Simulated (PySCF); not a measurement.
Mapped SMILES: `[CH3:1][CH2:2][NH:3][C:4](=[O:5])[CH2:6][O:7][CH3:8]` (H(Xn): hydrogen on atom n).

Geometry: GFN2-xTB; GIAO absolute shieldings from PySCF 2.14.0 with density-fitted response routines, gas phase, non-relativistic, averaged over equivalent atoms.

At PBE0/ANO-RCC-VDZP (167 basis functions, 52 s wall time on 1 thread of an Arm Neoverse V1, shared host):
| atoms | σ (ppm) |
| --- | --- |
| C4 | 25.6 |
| C6 | 114.8 |
| C8 | 131.7 |
| C2 | 156.7 |
| C1 | 172.6 |
| N3 | 133.9 |
| O5 | -7.9 |
| O7 | 319.8 |
| H(N3) | 25.42 |
| H(C6) | 28.01 |
| H(C2) | 28.14 |
| H(C8) | 28.29 |
| H(C1) | 30.80 |

Estimate the result of repeating the calculation with PBE0/pcSseg-1.

## Answers


```json
{"atoms": "C4", "σ at PBE0/pcSseg-1": "19.6", "change": "-6.0"}
{"atoms": "C6", "σ at PBE0/pcSseg-1": "110.2", "change": "-4.6"}
{"atoms": "C8", "σ at PBE0/pcSseg-1": "126.1", "change": "-5.6"}
{"atoms": "C2", "σ at PBE0/pcSseg-1": "152.2", "change": "-4.5"}
{"atoms": "C1", "σ at PBE0/pcSseg-1": "168.2", "change": "-4.4"}
{"atoms": "N3", "σ at PBE0/pcSseg-1": "132.0", "change": "-1.9"}
{"atoms": "O5", "σ at PBE0/pcSseg-1": "-33.9", "change": "-26.0"}
{"atoms": "O7", "σ at PBE0/pcSseg-1": "324.1", "change": "+4.3"}
{"atoms": "H(N3)", "σ at PBE0/pcSseg-1": "25.76", "change": "+0.34"}
{"atoms": "H(C6)", "σ at PBE0/pcSseg-1": "27.94", "change": "-0.07"}
{"atoms": "H(C2)", "σ at PBE0/pcSseg-1": "28.14", "change": "+0.00"}
{"atoms": "H(C8)", "σ at PBE0/pcSseg-1": "28.14", "change": "-0.15"}
{"atoms": "H(C1)", "σ at PBE0/pcSseg-1": "30.66", "change": "-0.14"}
```

The largest change is at O5 (amide-type carbonyl oxygen). Cost: 191 basis functions, roughly 110 core-seconds. The order of the carbon signals is the same at both levels.

The C=O carbon of an acid or of an amide with N–H lies up to 10 ppm further downfield in solution, through hydrogen bonding that the calculation lacks.
